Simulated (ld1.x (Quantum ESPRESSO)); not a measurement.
**Cutoff test, O (Z = 8), RRKJ**

O, norm-conserving RRKJ (Kleinman–Bylander form), made with ld1.x (Quantum ESPRESSO) 7.5 (PBE, non-relativistic). Core [He], reference 2s2 2p2 (charge +2). Waves: 2p (bound): rc 1.70 bohr; 2s (bound): rc 0.90 bohr. Local part: the s channel. Core correction: Bessel-smoothed model core, default radius (core density twice the valence density). rho0 = 0.01.

The pseudo-atom Hamiltonian at the reference potential is diagonalised in spherical Bessel functions j_l(qr) that vanish at 20 bohr, with q² up to the cutoff. All-electron valence levels (Ry): 2p -3.1786, 2s -4.2839.

Question: How do the lowest levels (Ry) of each channel move with the cutoff, and are there ghosts?

Answer:

```
cutoff (Ry)     p #1     s #1     d #1     f #1     f #2  Σ f·Δε (mRy)
          8  -1.9331  -4.0476  -0.5665  -0.2570  -0.1425        2963.5
         15  -2.5467  -4.0811  -0.5743  -0.2570  -0.1425        1669.3
         30  -3.1147  -4.1630  -0.5772  -0.2570  -0.1426         369.6
         45  -3.1776  -4.2443  -0.5774  -0.2570  -0.1426          81.2
         70  -3.1785  -4.2782  -0.5774  -0.2570  -0.1426          11.4
        100  -3.1786  -4.2793  -0.5775  -0.2570  -0.1426           9.2
        160  -3.1786  -4.2832  -0.5775  -0.2570  -0.1426           1.3
        230  -3.1786  -4.2837  -0.5775  -0.2570  -0.1426           0.3
        400  -3.1786  -4.2839  -0.5775  -0.2570  -0.1426           0.0
```

Result: no extra level below or beside the all-electron valence levels (p, s, d, f tested); 10 mRy is reached at 80 Ry and 1 mRy at 180 Ry.

Its largest configuration-test error is +737 meV.
